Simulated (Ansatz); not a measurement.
CH$_{2}$ClFOZn (`O[CH](Cl)[Zn][F]`), relaxed with RKS PBE0-D4/def2-TZVP in Ansatz from a GFN2-xTB geometry. The force threshold is 0.005 eV/Å; the program also tests the step.

Total charge 0; spin multiplicity 1.

Start:

```xyz
7

O    -0.623    0.674    0.830
C     0.093   -0.447    0.587
Cl   -0.836   -1.676   -0.286
Zn    1.493    0.160   -0.805
F     0.490    1.169   -1.871
H    -1.061    0.986    0.019
H     0.444   -0.866    1.526
```

(1) By how much does the energy fall, and how many steps does the optimiser take? (Best estimate.)

(2) Which bonds change most? (An estimate is asked.)

(3) Give the relaxed structure. (An estimate is asked.)

## Answers

(1) Computed: 23.30 kcal/mol, in 14 steps, 1 of them rejected.

(2) Ansatz gave: C2–Zn4 from 2.065 to 1.951 Å; C2–Cl3 from 1.772 to 1.837 Å; Zn4–F5 from 1.777 to 1.748 Å; O1–C2 from 1.352 to 1.377 Å.

(3) Computed: 
```xyz
7

O    -0.884    0.460    1.244
C    -0.010   -0.315    0.515
Cl   -0.838   -1.815   -0.149
Zn    0.890    0.437   -1.044
F     1.677    1.093   -2.460
H    -1.541    0.855    0.664
H     0.707   -0.715    1.230
```
